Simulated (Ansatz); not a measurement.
`O[SiH](F)N[Si](O)(F)F` → `[NH][SiH](O)F`• + `O[Si](F)F`•  (homolysis of the N–Si bond)

Isolated molecules relaxed with PBE0-D4/def2-TZVP in Ansatz; ΔE leaves out vibrations. CCSD(T)/CBS is the MP2 limit (def2-TZVPP, def2-QZVPP) plus CCSD(T) − MP2 in def2-TZVPP, frozen cores. This one scheme is used for every species. Functionals use def2-TZVPP. No spin–orbit coupling; open shells (•) take unrestricted orbitals. One conformer a species, not always the lowest.

CCSD(T)/CBS gives +5.75 eV.

Problem. Another level gave +5.36 eV. Which?
A. B2PLYP/def2-TZVPP
B. HF/def2-TZVPP
C. PBE-D4/def2-TZVPP
D. MP2/def2-TZVPP

Solution. C. PBE-D4 5.36, MP2/def2-TZVPP 5.86, HF/def2-TZVPP 4.44, B2PLYP 5.47 eV.

Largest T1 diagnostic among the species: 0.014.

From PBE to PBE0 (25 % exact exchange), in def2-TZVPP and without D4, ΔE moves by +0.15 eV. In def2-TZVPP, CCSD(T) changes the Hartree–Fock value by +1.19 eV (the triples alone add +0.08 eV) and MP2 by +1.41 eV; breaking electron pairs costs correlation energy, which Hartree–Fock lacks. The D4 term adds +0.22 eV with B3LYP and +0.12 eV with PBE0; it sums over pairs of atoms, weighted by their polarisabilities, and B3LYP, whose exchange is more repulsive, gets the larger term.

B3LYP here is the variant with VWN-RPA as its local correlation; programs differ in this.
